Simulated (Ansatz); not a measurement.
Diatomic NiC, closed-shell singlet (the spin of the measured ground state). No spin–orbit coupling. Ni is treated without relativity. The T1 diagnostic near the minimum is 0.074, so single-reference values are doubtful.

D_e counts from the fitted minimum to each atom's lowest state at the same level, without counterpoise. The singlet is restricted.

The values were computed with Ansatz (Gaussian basis) for Hartree–Fock, density functionals and correlated methods. Values without a source in brackets are computed.

### Question
One of these levels gives 367.6 kJ/mol for the bond energy D_e. Name it.
A) r2SCAN/def2-TZVPP
B) B3LYP/def2-TZVPP
C) SVWN5/def2-TZVPP
D) PBE0/def2-TZVPP

### Answer
A, r2SCAN/def2-TZVPP. The others give 556.1 (SVWN5/def2-TZVPP), 297.1 (B3LYP/def2-TZVPP), 272.6 (PBE0/def2-TZVPP)

Ansatz is an electronic-structure program.
